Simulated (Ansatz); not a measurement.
A nudged elastic band was laid between two geometries of AlH6NOSi (10 atoms, charge 0, multiplicity 1).

Theory: Ansatz, RKS B3LYP/def2-SVP.

```yaml
movable_images: 7
climbing_image: yes
spring: 5.0 eV/Å²
optimiser: quadratic models (default)
start_path: through a guess of the saddle point
force_threshold: 0.05 eV/Å
iteration_limit: 44
end_points: relaxed
```

Initial state:

```xyz
10
Properties=species:S:1:pos:R:3
Al 0.159 0.115 -0.253
O -0.079 -0.235 1.398
Si -0.272 -0.582 2.996
H -1.385 -1.561 3.189
H 0.975 -1.176 3.565
H -0.597 0.657 3.765
H 1.599 0.427 -0.803
N -1.235 0.122 -1.342
H -2.197 -0.067 -1.079
H -1.180 0.319 -2.337
```

Final state:

```xyz
10
Properties=species:S:1:pos:R:3
Al 0.366 0.296 -1.140
O 0.961 -0.071 0.673
Si -0.455 -0.413 1.785
H -1.116 -1.757 1.789
H 0.557 -0.637 2.908
H -1.250 0.696 2.403
H 1.842 -0.127 1.073
N -1.297 -0.003 -0.045
H -1.921 0.808 0.010
H -1.898 -0.773 -0.358
```

**Question.** What changes between the two ends?

**Answer.** Bonds broken: Al1–H7. Bonds formed: O2–H7, Si3–N8.

**Question.** What energy profile does the band end with?

**Answer.** The run converged. The highest image is number 4 of 0 to 8, 73.8 kcal/mol above the first end and 28.8 kcal/mol above the last; the last end lies 45.0 kcal/mol above the first. Neighbouring images differ by up to 1.3 eV, so the band resolves the path poorly. A vibrational analysis at the climbing image gives one clearly imaginary mode, 1448i cm⁻¹, and a faint second one (23i cm⁻¹) that may be numerical noise or a soft torsion: probably a first-order saddle point. The orbitals stay closed-shell, which can raise the energy where a bond breaks towards radicals; this wasn't checked here.

```tsv
image	path coordinate (Å)	energy (kcal/mol)	Al1–H7 (Å)	O2–H7 (Å)	Si3–N8 (Å)
0	0.00	0.0	1.57	2.85	4.50
1	0.52	1.7	1.57	2.74	4.48
2	1.05	13.3	1.57	2.39	4.44
3	1.57	43.1	1.59	1.88	4.41
4	2.10	73.8	1.72	1.30	4.42
5	3.35	53.8	2.52	0.97	4.03
6	4.59	53.1	2.64	0.97	3.54
7	5.84	51.8	2.71	0.97	2.89
8	7.09	45.0	2.69	0.97	2.06
```

**Question.** What is the geometry of the highest image?

**Answer.** 
```xyz
10
Properties=species:S:1:pos:R:3:forces:R:3
Al 0.287 0.308 -0.628 0.00 0.00 0.00
O 0.213 -0.167 1.200 0.00 0.00 0.00
Si -0.179 -0.664 2.771 0.00 0.00 0.00
H -1.210 -1.740 2.723 0.00 0.00 0.00
H 1.057 -1.190 3.413 0.00 0.00 0.00
H -0.699 0.480 3.572 0.00 0.00 0.00
H 1.377 0.111 0.686 0.00 0.00 0.00
N -1.331 0.297 -1.383 0.00 0.00 0.00
H -2.197 0.068 -0.900 0.00 0.00 0.00
H -1.530 0.517 -2.356 0.00 0.00 0.00
```

The run took 15 min on 2 threads of Intel(R) Xeon(R) Platinum 8259CL CPU @ 2.50GHz (Skylake/Cascade Lake), on a shared host, peak memory 0.22 GiB.
